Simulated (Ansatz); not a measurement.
The same path of BrH + ClGeH3 (7 atoms, charge 0, multiplicity 1) was run twice with different band settings. Lost on the way: Ge1–Cl2, Br6–H7. Made: Ge1–Br6, Cl2–H7.

Level of theory: Ansatz 0.2.0, RKS PBE0-D4/def2-SVP.

Relaxed end points:

```xyz
7
Properties=species:S:1:pos:R:3
Ge 0.289 0.000 -0.074
Cl 0.287 0.000 2.111
H 1.766 0.000 -0.485
H -0.437 1.275 -0.513
H -0.437 -1.275 -0.513
Br -3.392 0.000 1.437
H -2.092 0.000 2.044
```

```xyz
7
Properties=species:S:1:pos:R:3
Ge -0.448 0.000 -0.546
Cl 0.099 0.000 3.464
H 0.681 0.000 0.486
H -0.471 1.270 -1.404
H -0.471 -1.270 -1.404
Br -2.434 0.000 0.676
H -0.973 0.000 2.736
```

Common settings: spring 5.0 eV/Å²; optimiser quadratic models (default); start path through a guess of the saddle point; force threshold 0.03 eV/Å; iteration limit 60; end points relaxed.

| run | movable images | climbing image |
| --- | --- | --- |
| 1 | 5 | yes |
| 2 | 2 | no |

Problem. What does each run give, and how far can it be trusted?

Solution. Run 1: converged after 10 iterations, highest image 1.296 eV above the first end. A vibrational analysis at the climbing image gives 2 clearly imaginary modes (356i, 104i cm⁻¹): a point of higher order. A lower path may pass nearby, or the ends, which weren't checked, may share the extra mode.
Run 2: converged after 7 iterations, highest image 0.808 eV above the first end. No image climbed, so the highest image needn't sit at the top of the path. A band with more images between the same ends climbed to 1.30 eV, so this one has probably stepped over the top. So few images can step over the top or miss a turn of the path.
The orbitals stay closed-shell, which can raise the energy where a bond breaks towards radicals; this wasn't checked here.
